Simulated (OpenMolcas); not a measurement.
Pt2+: ligand-field states by method

Pt2+ with its 6 nearest chloride ions at 2.651 Å, on the Na site of NaCl (a = 5.64056 Å, distance in the model lattice 2.820 Å). The rest of the host is ab initio model potentials to 7.6 Å, with orthogonalisation functions on the cations behind the ligands, and point charges beyond; the distance is set by hand and nothing relaxes, and no local charge compensation is placed. Ligand basis ANO-RCC-VDZP.
```
Pt    0.0000    0.0000    0.0000
Cl    2.6510    0.0000    0.0000
Cl    0.0000    2.6510    0.0000
Cl   -2.6510    0.0000    0.0000
Cl    0.0000   -2.6510    0.0000
Cl    0.0000    0.0000    2.6510
Cl    0.0000    0.0000   -2.6510
```

| Property | Result |
| --- | --- |
| Program | OpenMolcas |
| Basis | ANO-RCC-VDZP [7s6p4d2f] |
| Scalar Hamiltonian | DKH2, point nucleus |
| Active space | 8 electrons in 5 orbitals (5d) |
| State averaging | 2S+1 = 3 even, 10 roots; 2S+1 = 1 even, 15 roots |
| Spin-orbit coupling | RASSI with atomic mean-field integrals over the reference wave functions |

I. CASSCF
II. SS-CASPT2, IPEA 0.25 Eh, imaginary shift 0.1 Eh (closed shells correlated: 5s 5p and the ligand valence shells)

Spin-free states (labels of O, the rotations of Oh) in cm-1, each column counted from its own energy of the first state listed:

| State | Degeneracy | I | II |
| --- | --- | --- | --- |
| 3A2 | 1 | 0 | 0 |
| 3T2 | 3 | 10493 | 13130 |
| 1E | 2 | 10889 | 6470 |
| 3T1 | 3 | 16426 | 18560 |
| 1A1 | 1 | 18548 | 13640 |
| 1T2 | 3 | 21383 | 20530 |
| 1T1 | 3 | 24786 | 23850 |
| 3T1 | 3 | 26356 | 28960 |
| 1E | 2 | 34698 | 37030 |
| 1T2 | 3 | 34906 | 37140 |
| 1A1 | 1 | 53650 | 50380 |

From I to II, I's first state of the same spin (3T2) moves from 10493 to 13130 cm-1, by about +2600 cm-1.

From I to II, I's first state of another spin (1E) moves from 10889 to 6470 cm-1, by about -4400 cm-1.

χT at 300 K: I 1.89, II 1.77 cm3 K/mol.

The states above are spin-free; spin-orbit coupling is strong here and shifts and splits them by thousands of cm-1.

Roots that are degenerate in the reference are averaged as groups; the widest CASPT2 spread within a group is 92 cm-1 (the 3-fold group of multiplicity 3 near 13100 cm-1 above the lowest state of its run, II). Shifts and gaps below about the spread of the groups concerned are not significant. Over all roots computed the reference weight is 0.66 to 0.67 in II; a low but even weight reflects the number of correlated electrons. Real 4d8 and 5d8 ions are as a rule square planar and diamagnetic. The least metal-like active orbital is 83 % on the metal (Löwdin) and no ligand orbital is active, so the numbers are rough. Ligand-to-metal charge-transfer states are missing. With no ligand orbital active B as a rule stays too high, so bands that hang on it stand too high and its fall with covalency is understated. Without dynamic correlation the repulsion within the d shell is too large (B by tens of per cent), so at a given field states of lower spin stand too high (holds for I). With metal d orbitals alone the field can be off either way by tens of per cent (holds for I). With one d shell and no ligand orbital active, 10Dq can be off by a tenth or more (holds for II). No measured value stands beside these numbers; the geometry was set by hand and not optimised.
